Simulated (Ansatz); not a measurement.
Consider the ligand exchange at the Si–Br bond: `F[C@H]1C[Si@@H]1Br` + HCl → `F[C@H]1C[Si@@H]1Cl` + HBr.

Computed with Ansatz on PBE0-D4/def2-TZVP structures; ΔE is electronic, products minus reactants. CBS: MP2 limit from def2 TZ/QZ plus the TZ coupled-cluster correction, frozen cores. This one scheme is used for every species. Functionals use def2-TZVPP. B3LYP here is the variant with VWN-RPA as its local correlation; programs differ in this. For Br outer-core shells are correlated without core-valence functions, which leaves a few kJ/mol of doubt a bond. Scalar relativity is left out up to krypton.

```
             level  ΔE (kcal/mol)  difference from CCSD(T)/CBS
         r2SCAN-D4           -0.4                         -0.7
           PBE0-D4            0.1                         -0.2
          B3LYP-D4           -0.5                         -0.8
            B2PLYP           -0.5                         -0.8
               PBE           -0.2                         -0.5
            r2SCAN           -0.4                         -0.7
             B3LYP           -0.8                         -1.1
     HF/def2-TZVPP           -0.8                         -1.1
    MP2/def2-TZVPP            0.2                         -0.1
SCS-MP2/def2-TZVPP           -0.1                         -0.4
   CCSD/def2-TZVPP           -0.1                         -0.4
CCSD(T)/def2-TZVPP           -0.1                         -0.4
SCS-MP2/def2-QZVPP            0.0                         -0.3
      HF/CBS(def2)           -0.9                         -1.2
     MP2/CBS(def2)            0.6                          0.3
    CCSD/CBS(def2)            0.2                         -0.1
       CCSD(T)/CBS            0.3                            0
```

Largest T1 diagnostic among the species: 0.011.
